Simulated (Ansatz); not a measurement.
Basis-set series for ClFH3N2Nb, SMILES `[NH]=[Nb]([NH2])([F])[Cl]`. Charge 0, multiplicity 1. Nb: def2 effective core potential. All single points use the PBE0-D4/def2-TZVP geometry. It is one conformer, not always the lowest.

```
functional       basis  functions  energy (Eh)  HOMO (eV)  LUMO (eV)
   PBE0-D4    def2-SVP        106   -727.84704      -8.20      -1.42
   PBE0-D4  def2-TZVPP        233   -728.27653      -8.29      -1.58
   ωB97M-V    def2-SVP        106   -728.04173     -10.45       0.70
   ωB97M-V  def2-TZVPP        233   -728.47639     -10.56       0.51
```

(1) Give the rows for def2-QZVPP. (Estimate.)

Results:

(1) Ansatz gave: 
```json
{"functional": "PBE0-D4", "basis": "def2-QZVPP", "functions": "412", "energy (Eh)": "-728.30536", "HOMO (eV)": "-8.31", "LUMO (eV)": "-1.62"}
{"functional": "ωB97M-V", "basis": "def2-QZVPP", "functions": "412", "energy (Eh)": "-728.50393", "HOMO (eV)": "-10.60", "LUMO (eV)": "0.36"}
```

Positive LUMOs are unbound and depend on the basis.
